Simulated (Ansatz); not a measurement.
Species: H2ClISi, SMILES `Cl[SiH2]I` (charge 0, multiplicity 1), formula H2ClISi.

Task: How many basis functions does Ansatz (an electronic-structure program) with frozen-core CCSD(T)/def2-TZVPP // B3LYP-D3(BJ)/def2-TZVP use, how many core orbitals are frozen, and how many electrons are correlated?

Result: 162 basis functions and 14 frozen orbitals, which leaves 30 correlated electrons (filled d shells below the valence shell are correlated). Core time is of the order of seconds.
